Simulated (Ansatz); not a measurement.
Species: CH$_{6}$BN$_{2}$O, charge 0, multiplicity 2. It need not be the lowest isomer of its formula. SMILES: NB(O[CH2])N
Coordinates optimised at B3LYP-D3(BJ)/def2-TZVP (Ansatz, a first-principles code):
```
B
O 1 1.3999
C 2 1.3508 1 123.09
H 3 1.0796 2 114.97 1 -172.78
H 3 1.0839 4 121.20 2 154.47
N 1 1.4140 2 115.64 3 -165.35
H 6 1.0029 1 124.27 2 -174.86
H 6 1.0041 7 114.49 1 -178.05
N 1 1.4167 2 120.71 3 14.37
H 9 1.0038 1 123.11 2 178.47
H 9 1.0045 10 113.82 1 167.33
```
Charge 0, spin multiplicity 2.

Property: atomisation energy (electronic, to ground-state atoms), in kcal/mol. Valence correlation only, unless marked. Open shells are spin-unrestricted. No spin-orbit coupling. No relativistic terms. The coupled-cluster limit lacks core correlation, which all-electron functionals hold. CBS marks a two-point X^-3 extrapolation of the correlation energy; Hartree-Fock from the larger set.

```tsv
level	program	atomisation energy (kcal/mol)
BLYP-D4/def2-TZVPD	Ansatz + dftd4	?
B2PLYP/def2-TZVPD	Ansatz	1017.8
CCSD/6-31G	Ansatz	841.7
CCSD/6-31G*	Ansatz	905.7
CCSD(T)/CBS(cc-pVTZ,cc-pVQZ)	Ansatz	?
```

Fill in the missing entries.


- BLYP-D4/def2-TZVPD, atomisation energy (kcal/mol): 1037.9
- CCSD(T)/CBS(cc-pVTZ,cc-pVQZ), atomisation energy (kcal/mol): 1023.3
